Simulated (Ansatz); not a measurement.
Geometry optimisation of Al10As9H26⁻, a nanocrystal cut from wurtzite AlAs (hydrogen-capped).

```yaml
crystal:
  periodic: [false, false, false]
  atoms:
    - {symbol: Al, position_ang: [1.291020, -4.213810, -0.304450]}
    - {symbol: As, position_ang: [0.561590, -4.363910, 2.105250]}
    - {symbol: Al, position_ang: [0.883550, -2.164540, -3.405310]}
    - {symbol: As, position_ang: [-0.171180, -0.106240, -4.353260]}
    - {symbol: As, position_ang: [-0.227500, -2.570650, -1.273950]}
    - {symbol: Al, position_ang: [-1.838350, -1.056360, -0.073920]}
    - {symbol: Al, position_ang: [0.619650, -2.083770, 3.137040]}
    - {symbol: As, position_ang: [-1.383670, -0.799760, 2.387140]}
    - {symbol: Al, position_ang: [-1.424650, 1.841960, -3.414490]}
    - {symbol: As, position_ang: [-2.339060, 1.096090, -1.281800]}
    - {symbol: Al, position_ang: [-3.007130, 3.230110, -0.305420]}
    - {symbol: Al, position_ang: [-1.495510, 1.578250, 3.133520]}
    - {symbol: As, position_ang: [-3.504090, 2.656450, 2.097730]}
    - {symbol: Al, position_ang: [2.039250, -1.514990, -0.875060]}
    - {symbol: As, position_ang: [2.156480, -0.922270, 1.644890]}
    - {symbol: As, position_ang: [1.643940, 0.949210, -1.499790]}
    - {symbol: Al, position_ang: [-0.293600, 2.524620, -0.883800]}
    - {symbol: Al, position_ang: [2.465220, 1.425790, 2.385820]}
    - {symbol: As, position_ang: [0.276620, 2.332730, 1.642450]}
    - {symbol: H, position_ang: [1.212370, -5.664570, -0.916300]}
    - {symbol: H, position_ang: [2.825870, -3.752420, -0.124130]}
    - {symbol: H, position_ang: [0.342640, -5.640930, 2.921080]}
    - {symbol: H, position_ang: [2.029980, -4.391390, 2.482030]}
    - {symbol: H, position_ang: [0.601410, -3.301060, -4.468920]}
    - {symbol: H, position_ang: [2.444310, -1.748980, -3.315990]}
    - {symbol: H, position_ang: [-1.491720, -0.864050, -4.195750]}
    - {symbol: H, position_ang: [-0.326640, -0.200400, -5.862280]}
    - {symbol: H, position_ang: [-3.221250, -1.848950, -0.149600]}
    - {symbol: H, position_ang: [0.790540, -2.255300, 4.687630]}
    - {symbol: H, position_ang: [-2.702270, -1.555810, 2.680100]}
    - {symbol: H, position_ang: [-2.547130, 2.160580, -4.482610]}
    - {symbol: H, position_ang: [-0.284870, 2.984520, -3.328700]}
    - {symbol: H, position_ang: [-4.295340, 3.897510, -0.922540]}
    - {symbol: H, position_ang: [-1.835900, 4.320990, -0.114990]}
    - {symbol: H, position_ang: [-1.566450, 1.818080, 4.681300]}
    - {symbol: H, position_ang: [-4.721860, 3.109720, 2.905370]}
    - {symbol: H, position_ang: [-2.795410, 3.943020, 2.470790]}
    - {symbol: H, position_ang: [3.601060, -1.557040, -1.085360]}
    - {symbol: H, position_ang: [3.494670, -1.546480, 2.037100]}
    - {symbol: H, position_ang: [2.401590, 1.386940, -2.742160]}
    - {symbol: H, position_ang: [2.710580, 1.568880, -0.607680]}
    - {symbol: H, position_ang: [0.440480, 3.900430, -1.100910]}
    - {symbol: H, position_ang: [2.553730, 1.468000, 3.968030]}
    - {symbol: H, position_ang: [3.684580, 2.132050, 1.670290]}
    - {symbol: H, position_ang: [0.402470, 3.797750, 2.051590]}
basis:
  gaussian: {orbitals: def2-SVP, fitting: {mean_field: def2-universal-jkfit}}
total_charge: -1
hamiltonian: {xc: pbe, dispersion: d4}
scf: {lower_state_search: "off"}
output: {orbitals: {seedname: orbitals}}
relax: {f_tol: 0.03, max_steps: 70}
```

```sh
$ ansatz run in.yaml --threads 4 --pin off --events-out ev --progress --plain --max-ram 46080MiB --backend cuda --devices 0, --max-vram 37GiB
```

Shortened log:

```
Functional definition: PBE
mean field -613769.31924566 eV, -22555.6064544912 hartree, gradient 5.2e-6 eV, S^2 0.000000; 0 other end points of the search recorded, 0 dependent functions left out
relax step   1: F+E_penalty+E_count = -613772.75701778 eV  Δ(F+E_penalty+E_count) = +0.000e0 eV  max|allowed force component| = 1.067e0 eV/Å  Δτ_max = 0.0000 Å  (18 SCF iters, accepted)
mean field -613770.67426110 eV, -22555.6562503900 hartree, gradient 1.1e-6 eV, S^2 0.000000; 0 other end points of the search recorded, 0 dependent functions left out
relax step   2: F+E_penalty+E_count = -613774.04761663 eV  Δ(F+E_penalty+E_count) = -1.291e0 eV  max|allowed force component| = 5.031e-1 eV/Å  Δτ_max = 0.1930 Å  (25 SCF iters, accepted)
mean field -613771.06189218 eV, -22555.6704955696 hartree, gradient 2.3e-6 eV, S^2 0.000000; 0 other end points of the search recorded, 0 dependent functions left out
relax step   3: F+E_penalty+E_count = -613774.40256388 eV  Δ(F+E_penalty+E_count) = -3.549e-1 eV  max|allowed force component| = 3.027e-1 eV/Å  Δτ_max = 0.1934 Å  (20 SCF iters, accepted)
mean field -613771.45492059 eV, -22555.6849390974 hartree, gradient 3.5e-6 eV, S^2 0.000000; 0 other end points of the search recorded, 0 dependent functions left out
relax step   4: F+E_penalty+E_count = -613774.77010551 eV  Δ(F+E_penalty+E_count) = -3.675e-1 eV  max|allowed force component| = 2.139e-1 eV/Å  Δτ_max = 0.2000 Å  (21 SCF iters, accepted)
mean field -613771.76804534 eV, -22555.6964462195 hartree, gradient 3.0e-6 eV, S^2 0.000000; 0 other end points of the search recorded, 0 dependent functions left out
relax step   5: F+E_penalty+E_count = -613775.05556720 eV  Δ(F+E_penalty+E_count) = -2.855e-1 eV  max|allowed force component| = 1.559e-1 eV/Å  Δτ_max = 0.2000 Å  (20 SCF iters, accepted)
mean field -613771.99157207 eV, -22555.7046606755 hartree, gradient 3.1e-6 eV, S^2 0.000000; 0 other end points of the search recorded, 0 dependent functions left out
relax step   6: F+E_penalty+E_count = -613775.25861348 eV  Δ(F+E_penalty+E_count) = -2.030e-1 eV  max|allowed force component| = 1.827e-1 eV/Å  Δτ_max = 0.1944 Å  (20 SCF iters, accepted)
mean field -613772.13421537 eV, -22555.7099027201 hartree, gradient 2.4e-6 eV, S^2 0.000000; 0 other end points of the search recorded, 0 dependent functions left out
relax step   7: F+E_penalty+E_count = -613775.37973776 eV  Δ(F+E_penalty+E_count) = -1.211e-1 eV  max|allowed force component| = 2.330e-1 eV/Å  Δτ_max = 0.1949 Å  (20 SCF iters, accepted)
mean field -613772.22181856 eV, -22555.7131220779 hartree, gradient 1.4e-6 eV, S^2 0.000000; 0 other end points of the search recorded, 0 dependent functions left out
relax step   8: F+E_penalty+E_count = -613775.45944290 eV  Δ(F+E_penalty+E_count) = -7.971e-2 eV  max|allowed force component| = 2.696e-1 eV/Å  Δτ_max = 0.1980 Å  (20 SCF iters, accepted)
mean field -613772.31024702 eV, -22555.7163717637 hartree, gradient 2.9e-6 eV, S^2 0.000000; 0 other end points of the search recorded, 0 dependent functions left out
relax step   9: F+E_penalty+E_count = -613775.55014858 eV  Δ(F+E_penalty+E_count) = -9.071e-2 eV  max|allowed force component| = 1.319e-1 eV/Å  Δτ_max = 0.2000 Å  (19 SCF iters, accepted)
mean field -613772.36583632 eV, -22555.7184146328 hartree, gradient 2.4e-6 eV, S^2 0.000000; 0 other end points of the search recorded, 0 dependent functions left out
relax step  10: F+E_penalty+E_count = -613775.60459252 eV  Δ(F+E_penalty+E_count) = -5.444e-2 eV  max|allowed force component| = 7.344e-2 eV/Å  Δτ_max = 0.2000 Å  (19 SCF iters, accepted)
mean field -613772.39917183 eV, -22555.7196396904 hartree, gradient 2.4e-6 eV, S^2 0.000000; 0 other end points of the search recorded, 0 dependent functions left out
relax step  11: F+E_penalty+E_count = -613775.63341505 eV  Δ(F+E_penalty+E_count) = -2.882e-2 eV  max|allowed force component| = 1.665e-1 eV/Å  Δτ_max = 0.1950 Å  (19 SCF iters, accepted)
mean field -613772.41368439 eV, -22555.7201730169 hartree, gradient 2.1e-6 eV, S^2 0.000000; 0 other end points of the search recorded, 0 dependent functions left out
relax step  12: F+E_penalty+E_count = -613775.64070713 eV  Δ(F+E_penalty+E_count) = -7.292e-3 eV  max|allowed force component| = 3.321e-1 eV/Å  Δτ_max = 0.1917 Å  (19 SCF iters, accepted)
mean field -613772.42891178 eV, -22555.7207326132 hartree, gradient 1.1e-6 eV, S^2 0.000000; 0 other end points of the search recorded, 0 dependent functions left out
relax step  13: F+E_penalty+E_count = -613775.65807456 eV  Δ(F+E_penalty+E_count) = -1.737e-2 eV  max|allowed force component| = 2.172e-1 eV/Å  Δτ_max = 0.0482 Å  (21 SCF iters, accepted)
mean field -613772.43811596 eV, -22555.7210708605 hartree, gradient 1.1e-6 eV, S^2 0.000000; 0 other end points of the search recorded, 0 dependent functions left out
relax step  14: F+E_penalty+E_count = -613775.66975798 eV  Δ(F+E_penalty+E_count) = -1.168e-2 eV  max|allowed force component| = 2.342e-2 eV/Å  Δτ_max = 0.0888 Å  (20 SCF iters, accepted)
mean field -613772.44416901 eV, -22555.7212933062 hartree, gradient 3.0e-6 eV, S^2 0.000000; 0 other end points of the search recorded, 0 dependent functions left out
relax step  15: F+E_penalty+E_count = -613775.67316715 eV  Δ(F+E_penalty+E_count) = -3.409e-3 eV  max|allowed force component| = 2.929e-2 eV/Å  Δτ_max = 0.1012 Å  (18 SCF iters, accepted)
mean field -613772.44802013 eV, -22555.7214348320 hartree, gradient 1.3e-6 eV, S^2 0.000000; 0 other end points of the search recorded, 0 dependent functions left out
relax step  16: F+E_penalty+E_count = -613775.67380160 eV  Δ(F+E_penalty+E_count) = -6.345e-4 eV  max|allowed force component| = 4.597e-2 eV/Å  Δτ_max = 0.0977 Å  (19 SCF iters, accepted)
mean field -613772.44834039 eV, -22555.7214466017 hartree, gradient 2.5e-6 eV, S^2 0.000000; 0 other end points of the search recorded, 0 dependent functions left out
relax step  17: F+E_penalty+E_count = -613775.67459956 eV  Δ(F+E_penalty+E_count) = -7.980e-4 eV  max|allowed force component| = 3.685e-2 eV/Å  Δτ_max = 0.0093 Å  (14 SCF iters, accepted)
mean field -613772.44911742 eV, -22555.7214751569 hartree, gradient 1.1e-6 eV, S^2 0.000000; 0 other end points of the search recorded, 0 dependent functions left out
relax step  18: F+E_penalty+E_count = -613775.67515211 eV  Δ(F+E_penalty+E_count) = -5.526e-4 eV  max|allowed force component| = 6.151e-3 eV/Å  Δτ_max = 0.0253 Å  (20 SCF iters, accepted)
mean field -613772.44997892 eV, -22555.7215068165 hartree, gradient 1.2e-6 eV, S^2 0.000000; 0 other end points of the search recorded, 0 dependent functions left out
relax step  19: F+E_penalty+E_count = -613775.67544017 eV  Δ(F+E_penalty+E_count) = -2.881e-4 eV  max|allowed force component| = 2.568e-2 eV/Å  Δτ_max = 0.0339 Å  (20 SCF iters, accepted)
Total energy: -613775.67554157 eV, -22555.8400440574 hartree
Atom 0 at     0.606861    -4.398650    -0.545773 Å, force     0.006591     0.006913     0.005454 eV/Å
Atom 1 at     0.588338    -4.129364     2.013641 Å, force    -0.006814    -0.002554     0.001872 eV/Å
Atom 2 at     0.955864    -2.032884    -3.676439 Å, force    -0.001587     0.008816    -0.005105 eV/Å
Atom 3 at    -0.961253    -0.558854    -4.417889 Å, force    -0.019996    -0.012577    -0.017818 eV/Å
Atom 4 at     0.597868    -2.008427    -1.201711 Å, force    -0.001504    -0.000450     0.002808 eV/Å
Atom 5 at    -1.430824    -0.826537    -0.435500 Å, force     0.013051     0.007072    -0.003800 eV/Å
Atom 6 at     0.683753    -1.894006     3.141891 Å, force     0.002080     0.000914    -0.002178 eV/Å
Atom 7 at    -1.227390    -0.707446     2.091556 Å, force    -0.008323    -0.003734     0.005657 eV/Å
Atom 8 at    -1.279086     1.839391    -3.679723 Å, force     0.005427    -0.005956    -0.005068 eV/Å
Atom 9 at    -1.440298     1.520265    -1.204784 Å, force    -0.000865    -0.000980     0.002659 eV/Å
Atom 10 at    -3.505051     2.725971    -0.551746 Å, force     0.009553     0.002567     0.005274 eV/Å
Atom 11 at    -1.301863     1.542232     3.139059 Å, force     0.002534     0.001525    -0.002536 eV/Å
Atom 12 at    -3.286157     2.572756     2.007884 Å, force    -0.006544    -0.005182     0.001929 eV/Å
Atom 13 at     2.668714    -0.993634    -0.386679 Å, force    -0.001713     0.002076    -0.000371 eV/Å
Atom 14 at     2.582011    -0.698064     2.101533 Å, force    -0.002621    -0.000268     0.000535 eV/Å
Atom 15 at     2.394611     1.382192    -1.172445 Å, force     0.006464     0.003309    -0.007622 eV/Å
Atom 16 at     0.472999     2.807760    -0.389816 Å, force     0.000478    -0.002577    -0.000628 eV/Å
Atom 17 at     2.880403     1.666796     2.921370 Å, force     0.005624     0.003449     0.004549 eV/Å
Atom 18 at     0.683100     2.588270     2.098925 Å, force    -0.001352    -0.001789     0.000110 eV/Å
Atom 19 at    -0.767612    -5.161524    -0.878823 Å, force    -0.011606    -0.004976    -0.001301 eV/Å
Atom 20 at     2.033564    -5.086436    -0.828539 Å, force     0.009797    -0.005424    -0.006571 eV/Å
Atom 21 at    -0.629998    -4.815149     2.632106 Å, force     0.004131    -0.000163     0.000832 eV/Å
Atom 22 at     1.634774    -5.016603     2.688605 Å, force    -0.000588     0.004236    -0.002796 eV/Å
Atom 23 at     0.745781    -3.510732    -4.281904 Å, force     0.000844    -0.003553    -0.000936 eV/Å
Atom 24 at     2.278470    -1.189187    -4.058023 Å, force    -0.001718    -0.001643     0.002859 eV/Å
Atom 25 at    -2.256079    -1.306337    -4.104549 Å, force     0.017572     0.010504    -0.004167 eV/Å
Atom 26 at    -1.086070    -0.632219    -5.943201 Å, force     0.003263     0.001937     0.025679 eV/Å
Atom 27 at    -2.787877    -1.610647    -0.778584 Å, force    -0.008852    -0.005071    -0.001084 eV/Å
Atom 28 at     0.665787    -1.995229     4.741667 Å, force    -0.000389     0.000327     0.000339 eV/Å
Atom 29 at    -2.457203    -1.417138     2.659553 Å, force     0.000752     0.000066     0.000185 eV/Å
Atom 30 at    -2.662793     2.396448    -4.287852 Å, force    -0.002549     0.002595    -0.000760 eV/Å
Atom 31 at     0.113788     2.561407    -4.060652 Å, force    -0.001655    -0.000131     0.002964 eV/Å
Atom 32 at    -4.854105     1.920770    -0.888834 Å, force    -0.010430    -0.007800    -0.001228 eV/Å
Atom 33 at    -3.382939     4.305493    -0.832363 Å, force     0.000060     0.011425    -0.006515 eV/Å
Atom 34 at    -1.399667     1.579651     4.738708 Å, force     0.000046    -0.000634     0.000346 eV/Å
Atom 35 at    -4.487555     1.854166     2.622327 Å, force     0.002380     0.004174     0.000449 eV/Å
Atom 36 at    -3.539021     3.920500     2.684308 Å, force     0.003745    -0.003137    -0.002819 eV/Å
Atom 37 at     4.063053    -1.630130    -0.853048 Å, force     0.002686    -0.003005    -0.001303 eV/Å
Atom 38 at     3.815511    -1.445297     2.608011 Å, force     0.000851     0.002677     0.000198 eV/Å
Atom 39 at     2.298750     1.325333    -2.692846 Å, force    -0.000504     0.000182     0.010085 eV/Å
Atom 40 at     3.712515     2.143715    -1.062666 Å, force    -0.008612    -0.005288    -0.000513 eV/Å
Atom 41 at     0.619115     4.332862    -0.858369 Å, force    -0.001240     0.003778    -0.001025 eV/Å
Atom 42 at     2.939615     1.702255     4.528799 Å, force    -0.000510    -0.000411     0.000455 eV/Å
Atom 43 at     4.056246     2.345444     2.049428 Å, force    -0.000937    -0.000473     0.000691 eV/Å
Atom 44 at     0.651368     4.030820     2.603365 Å, force     0.002979    -0.000766     0.000212 eV/Å
Dipole moment:    -0.116902    -0.067360     0.955941 e Å
Checks for a lower state left out: stability, starts, cluster_reference, orbital_swaps, neighbouring_geometries, increment
```

Run time 58 s (4 threads of AMD EPYC 7R13 on a shared host and a share (37 GiB) of an NVIDIA H100 80GB HBM3).

Single mean-field runs in def2-SVP are fitted with def2-universal-jkfit.
